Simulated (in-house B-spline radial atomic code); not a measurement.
**CAM-B3LYP excitations of the germanium ion Ge²⁺**

Method: CAM-B3LYP. Computed with a B-spline radial code for spherical atoms: linear response of the closed shell [Ar] 3d10 4s2 with the functional's adiabatic kernel; scalar-relativistic (spin-free one-electron X2C), finite nucleus, no spin-orbit coupling, no double excitations, S, P, D and F terms only; shells from n = 2 respond. Only terms of natural parity with L up to 3 were computed.

Command:
```bash
python run_td.py task.json out
```
Settings (radii: box in bohr, nucleus in fm):
```
Z                        32
electrons                30
configuration            [Ar] 3d10 4s2
hamiltonian              x2c
method                   camb3lyp
box_radius               29.48
rms_radius               4.0742
intervals                73
```

Cost of the run: 3.1 s on 1 thread of Arm Neoverse N1, with other jobs on the host.

The lowest states, in the order of their Tamm-Dancoff energies; the method's threshold (minus the highest occupied level) is 31.95 eV. Labels give the largest channel, * marks a mixed state, and oscillator strengths are full-response dipole values. Semilocal kernels can invert the small singlet-triplet splittings of Rydberg terms. Energies in eV:

| state | full response | Tamm-Dancoff | oscillator strength |
| --- | --- | --- | --- |
| 4s → 4p 3P | 7.815 | 7.965 | - |
| 4s → 4p 1P | 11.526 | 12.010 | 1.64 |
| 4s → 5s 3S | ? | ? | - |
| 4s → 4d 3D | 19.773 | 19.783 | - |
| 4s → 5s 1S | 19.876 | 19.905 | - |
| 4s → 4d 1D | ? | ? | - |
| 4s → 5p 3P | 21.980 | 21.988 | - |
| 4s → 5p 1P | 22.258 | 22.312 | 0.00206 |
| 4s → 6s 3S | 25.242 | 25.243 | - |
| 4s → 4f 1F | 25.418 | 25.418 | - |

(1) Where does 4s → 4d 1D lie?

(2) Where does 4s → 5s 3S lie?

(3) How large is the singlet-triplet splitting of 4s → 4p (P terms) in Tamm-Dancoff?

(4) What polarisabilities and dispersion coefficient does the method give?

Results:

(1) At 20.362 eV in full response, 20.372 eV in Tamm-Dancoff.

(2) At 19.289 eV in full response, 19.293 eV in Tamm-Dancoff.

(3) 4.04 eV, from the unrounded values.

(4) Dipole 10.32 bohr³, quadrupole 29.79 bohr⁵, C6 40.15 hartree·bohr⁶ for two such species.
